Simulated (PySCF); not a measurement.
F₃Fe, neutral, multiplicity 6. Atoms are numbered in the order given.

```xyz
4

Fe     0.0000     0.0000     0.0000
F      1.7682     0.0000     0.0000
F     -0.8841    -1.5313     0.0000
F     -0.8841     1.5313     0.0000
```
Charge 0, spin multiplicity 6.

The structure is a stationary point at PBE-D3(BJ)/def2-SVP. The multiplicity is an assumed one; other spin states were not compared. The isomer is the one that the SMILES or the coordinates give; other isomers of the formula were not compared.

Level of theory: PBE/def2-TZVPD run with PySCF.

The molecule is in vacuum.

The total energy comes out as -1562.97932 hartree and the point group is D3h. The α spin, highest occupied and lowest empty level comes out as -7.90 and -2.04 eV and the β spin, highest occupied and lowest empty level is -9.54 and -6.85 eV. The dipole moment is 0.00 D, the quadrupole, principal values (traceless, Buckingham form, about the centre of nuclear charge) is -4.45, -4.45, 8.91 D·Å and the mean static polarisability comes out as 33.7 bohr³ (4.99 Å³). The polarisability, principal values is 22.1, 39.5, 39.5 bohr³ and the ⟨S²⟩ comes out as 8.755 (pure state 8.75).
